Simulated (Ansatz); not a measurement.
Cost and result for the atomization energy of `[OH][In]([SH])[Br]` (6 atoms, 5 bonds).

Charge 0, multiplicity 1. Correlated methods include outer-core shells of Br, In, which these sets cover unevenly. Scalar relativity is left out up to krypton. In: def2 effective core potential. All single points use the PBE0-D4/def2-TZVP geometry. It is one conformer, not always the lowest. Program: Ansatz. All runs use 4 threads of an Intel Xeon 6975P-C on a shared host. Times are those of one run each, without the atoms' runs, and a repeat can differ threefold. Electronic energies, without spin–orbit coupling; frozen cores. CCSD(T)/CBS adds CCSD(T) − MP2 in def2-TZVPP to the MP2 limit, and its time is that of the two runs behind it. T1 = 0.013. With those shells the extrapolation isn't a true limit.

CCSD(T)/CBS is a level of theory with its own doubt, some kJ/mol a heavy atom from the limit and from the frozen cores, so smaller differences don't rank the functionals.

| level | functions | wall time |
| --- | --- | --- |
| revPBE-D4/def2-TZVPP | 199 | 0.9 s |
| PBE-D4/def2-TZVPP (with forces) | 199 | 1.1 s |
| PBE0-D4/def2-TZVPP | 199 | 1.5 s |
| BHLYP-D4/def2-TZVPP | 199 | 1.6 s |
| r2SCAN-D4/def2-TZVPP (with forces) | 199 | 2 s |
| r2SCANh-D4/def2-TZVPP | 199 | 2.4 s |
| B2PLYP/def2-TZVPP | 199 | 2.7 s |
| CCSD(T)/def2-SVP | 100 | 2.9 s |
| B97M-V/def2-TZVPP | 199 | 3.5 s |
| ωB97M-V/def2-TZVPP (with forces) | 199 | 4.9 s |
| MP2/def2-QZVPP | 358 | 7.5 s |
| CCSD(T)/def2-TZVPP | 199 | 25 s |
| CCSD(T)/CBS(def2) | – | 32 s |

**Question.** What atomization energy does each give, and how far from CCSD(T)/CBS? (Best estimate.)

**Answer.** The calculation gave: 
```
                             level  atomization (kJ/mol)  difference from CCSD(T)/CBS  per bond
              revPBE-D4/def2-TZVPP                1653.0                        -66.2     -13.2
   PBE-D4/def2-TZVPP (with forces)                1717.1                         -2.1      -0.4
                PBE0-D4/def2-TZVPP                1671.4                        -47.8      -9.6
               BHLYP-D4/def2-TZVPP                1590.6                       -128.6     -25.7
r2SCAN-D4/def2-TZVPP (with forces)                1703.0                        -16.2      -3.3
             r2SCANh-D4/def2-TZVPP                1682.2                        -37.0      -7.4
                 B2PLYP/def2-TZVPP                1647.4                        -71.8     -14.4
                  CCSD(T)/def2-SVP                1532.3                       -186.9     -37.4
                 B97M-V/def2-TZVPP                1698.0                        -21.2      -4.3
  ωB97M-V/def2-TZVPP (with forces)                1692.6                        -26.6      -5.3
                    MP2/def2-QZVPP                1736.9                         17.7       3.5
                CCSD(T)/def2-TZVPP                1642.6                        -76.6     -15.3
                 CCSD(T)/CBS(def2)                1719.2                          0.0       0.0
```

At CCSD(T), def2-SVP lies −187.0 kJ/mol from the extrapolated value and def2-TZVPP −76.7 kJ/mol: correlation converges slowly with the basis, and small sets miss more of it in the bonded molecule than in its fragments. Leaving LDA and LC-ωPBE aside and taking each functional with its dispersion term where it has one, the values spread over 126.5 kJ/mol, from BHLYP-D4 to PBE-D4. LDA lies +280.0 kJ/mol from PBE without D4, its usual overbinding. In def2-TZVPP, CCSD(T) changes the Hartree–Fock value by +528.7 kJ/mol (the triples alone add +43.0 kJ/mol) and MP2 by +577.8 kJ/mol; breaking electron pairs costs correlation energy, which Hartree–Fock lacks.

Spin–orbit coupling would lower the free In atoms strongly, and the atomization energy with them, by more than many differences here.
